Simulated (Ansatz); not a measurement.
Geometry optimisation, Ansatz 0.2.0, RHF/def2-SVP.

input.yaml

```yaml
crystal:
  periodic: [false, false, false]
  atoms:
    - { symbol: Hf, position_ang: [0.098402, 0.449823, -0.323822] }
    - { symbol: Cl, position_ang: [1.292216, -0.853805, 2.958119] }
    - { symbol: O, position_ang: [1.671692, -0.50857, -0.914374] }
    - { symbol: H, position_ang: [2.365369, -1.061161, -1.221837] }
    - { symbol: O, position_ang: [-0.751306, 1.30739, -1.838949] }
    - { symbol: H, position_ang: [-1.276725, 1.623469, -2.548932] }
    - { symbol: O, position_ang: [-1.260568, -0.634055, 0.53629] }
    - { symbol: H, position_ang: [-1.669844, -1.272744, 1.089911] }
    - { symbol: "N", position_ang: [0.782201, 1.983353, 1.053776] }
    - { symbol: H, position_ang: [1.729245, 2.329142, 1.054491] }
    - { symbol: H, position_ang: [0.191245, 2.706381, 1.432799] }
    - { symbol: H, position_ang: [1.137472, 0.427977, 2.649828] }
basis:
  gaussian: { orbitals: def2-SVP }
hamiltonian:
  xc: hf
relax:
  f_tol: 0.03
  max_steps: 50
output:
  orbitals: {}
```

Command:

```bash
$ ansatz run input.yaml --threads 4 --pin off --max-ram 5120MiB --backend cpu --events-out ev --progress --plain --runs-dir out
```

Problem. Where does it end, and by what steps?

Solution. It converged. The force dipped under the threshold on the way, but the program's further checks kept it going. After 15 steps the energy has fallen by 0.162 eV; Cl2 moved furthest, 0.82 Å.

```tsv
step	energy less start (eV)	largest force component (eV/Å)	accepted
0	0.0000	1.189	yes
1	-0.0540	1.291	yes
2	-0.1074	1.015	yes
3	-0.0814	1.159	no
4	-0.1431	0.372	yes
5	-0.1532	0.058	yes
6	-0.1577	0.212	yes
7	-0.1609	0.032	yes
8	-0.1609	0.034	yes
9	-0.1609	0.038	yes
10	-0.1615	0.067	yes
11	-0.1607	0.100	no
12	-0.1618	0.022	yes
13	-0.1622	0.025	yes
14	-0.1623	0.034	yes
15	-0.1624	0.025	yes
```

```xyz
12
Properties=species:S:1:pos:R:3
Hf 0.024 0.418 -0.393
Cl 1.819 -0.390 3.385
O 1.597 -0.569 -0.942
H 2.309 -1.133 -1.176
O -0.717 1.378 -1.908
H -1.076 1.846 -2.636
O -1.356 -0.651 0.448
H -1.961 -1.246 0.846
N 0.680 1.766 1.073
H 1.529 2.303 0.995
H 0.060 2.273 1.684
H 1.401 0.502 2.550
```

Whether the end is a true minimum wasn't checked by a vibrational analysis.

The run took 18 s on 4 threads of INTEL(R) XEON(R) PLATINUM 8581C CPU @ 2.30GHz (Emerald Rapids), with other jobs on the host, peak memory 0.38 GiB.
